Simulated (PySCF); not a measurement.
`CC#CC#CC#N`, C₆H₃N

Geometry:
```csv
atom,x (Å),y (Å),z (Å)
C1,-1.999,0.615,-1.358
C2,-0.913,0.281,-0.479
C3,0.003,0.001,0.261
C4,1.020,-0.313,1.086
C5,1.941,-0.596,1.831
C6,2.964,-0.910,2.659
N7,3.836,-1.178,3.363
H8,-1.730,1.473,-1.975
H9,-2.226,-0.231,-2.007
H10,-2.887,0.863,-0.775
```

Method used: PySCF 2.14.0, TDDFT PBE0/def2-SVPD excited states, vertical, gas phase. Geometry: GFN2-xTB.

Singlets 2 and 3, 5 and 6 lie within 0.01 eV of each other, so their separate moments and overlaps can depend on how they mix.

Problem. How strongly do the lowest singlets absorb one photon, and two photons of half the energy?

Solution. δ for parallel linear polarisation; σ at the peak of a Lorentzian of half width 0.1 eV, single beam; Ω is circular over linear.
```tsv
state	E (eV)	f	photon λ (nm)	δ (au)	σ (GM)	Ω	main
S1	3.93	0.000	631	<0.1	0.00	–	HOMO→LUMO 0.38, HOMO−1→LUMO+1 0.38
S2	4.11	0.000	603	<0.1	0.00	–	HOMO−1→LUMO+1 0.42, HOMO→LUMO 0.42
S3	4.11	0.000	603	<0.1	0.00	–	HOMO→LUMO+1 0.42, HOMO−1→LUMO 0.42
S4	6.19	0.000	401	<0.1	0.00	–	HOMO−3→LUMO 0.40, HOMO−2→LUMO+1 0.40
S5	6.43	0.000	386	0.41	0.01	1.50	HOMO−3→LUMO+1 0.42, HOMO−2→LUMO 0.42
```

Among these, the strongest one-photon state is S5, the strongest two-photon state S5, with a dipole change of 0.1 D (relaxed, norm of the difference vector).
